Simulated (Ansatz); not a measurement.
Geometry optimisation, Ansatz 0.2.0, RKS PBE/def2-SVP.

Input file:

```yaml
crystal:
  periodic: [false, false, false]
  atoms:
    - { symbol: Ti, position_ang: [0.0, 0.0, 0.0] }
    - { symbol: F, position_ang: [0.0, 0.0, 2.18] }
    - { symbol: "N", position_ang: [1.9426, 0.0, -0.686] }
    - { symbol: H, position_ang: [2.4408, -0.918, -0.8667] }
    - { symbol: H, position_ang: [2.4438, 0.918, -0.8582] }
    - { symbol: "N", position_ang: [-0.9703, 1.681, -0.686] }
    - { symbol: H, position_ang: [-1.9904, 1.6258, -0.9687] }
    - { symbol: H, position_ang: [-0.4498, 2.6017, -0.7565] }
    - { symbol: "N", position_ang: [-0.9703, -1.681, -0.686] }
    - { symbol: H, position_ang: [-1.5052, -2.2973, -0.0095] }
    - { symbol: H, position_ang: [-0.9349, -1.9302, -1.7156] }
    - { symbol: O, position_ang: [-2.1067, 0.0, 0.7] }
    - { symbol: H, position_ang: [-2.6519, -0.6297, 0.1286] }
    - { symbol: H, position_ang: [-1.2576, 0.0, 1.8464] }
basis:
  gaussian: { orbitals: def2-SVP }
hamiltonian:
  xc: pbe
relax:
  f_tol: 0.15
  max_steps: 25
  restrain:
    - { distance: [0, 11], at: 1.92, k: 30.0 }
    - { distance: [13, 1], at: 0.92, k: 30.0 }
    - { distance: [0, 1], at: 3.03, k: 30.0 }
    - { distance: [13, 11], at: 2.21, k: 30.0 }
```

Command:

```bash
$ ansatz run input.yaml --threads 4 --pin off --max-ram 5120MiB --backend cpu --events-out ev --progress --plain --runs-dir out
```

Question: Where does it end, and by what steps?

Answer: It converged. The restraints hold the end off the free minimum; the threshold counts their pulls, which the force column leaves out. Restrained pairs: Ti1–O12 (2.22 → 1.90 Å), F2–H14 (1.30 → 0.93 Å), Ti1–F2 (2.18 → 3.03 Å), O12–H14 (1.43 → 2.19 Å). After 22 steps the energy has fallen by 2.928 eV (the restraints' own energy left out); H5 moved furthest, 2.05 Å.

| step | energy less start (eV) | largest force component (eV/Å) | accepted |
| --- | --- | --- | --- |
| 0 | 0.0000 | 2.407 | yes |
| 1 | -0.2371 | 2.802 | yes |
| 2 | -0.3271 | 1.728 | yes |
| 3 | -0.7955 | 1.647 | yes |
| 4 | -1.3792 | 0.896 | yes |
| 5 | -1.6777 | 0.802 | yes |
| 6 | -1.9473 | 1.215 | yes |
| 7 | -2.1490 | 0.858 | yes |
| 8 | -2.3176 | 0.817 | yes |
| 9 | -2.4340 | 0.808 | yes |
| 10 | -2.5218 | 0.584 | yes |
| 11 | -2.5932 | 0.645 | yes |
| 12 | -2.6856 | 0.738 | yes |
| 13 | -2.7517 | 0.545 | yes |
| 14 | -2.8019 | 0.708 | yes |
| 15 | -2.8650 | 0.729 | yes |
| 16 | -2.9002 | 0.604 | yes |
| 17 | -2.9165 | 0.717 | no |
| 18 | -2.9153 | 0.659 | yes |
| 19 | -2.9241 | 0.643 | yes |
| 20 | -2.9279 | 0.597 | no |
| 21 | -2.9314 | 0.661 | yes |
| 22 | -2.9281 | 0.599 | yes |

```xyz
14
Properties=species:S:1:pos:R:3
Ti -0.560 -0.216 -0.313
F 0.338 1.337 2.130
N 1.293 -0.383 -0.019
H 1.999 -0.947 -0.498
H 1.669 0.058 0.830
N -0.927 1.452 -1.122
H -1.856 1.888 -1.139
H -0.220 2.147 -1.384
N -1.016 -1.477 -1.640
H -0.987 -2.492 -1.484
H -1.284 -1.278 -2.609
O -1.584 -0.595 1.239
H -2.491 -0.943 1.218
H -0.385 0.820 2.414
```

Run time: 55 s on 4 threads of Arm Neoverse V1, on a shared host, peak memory 0.22 GiB.
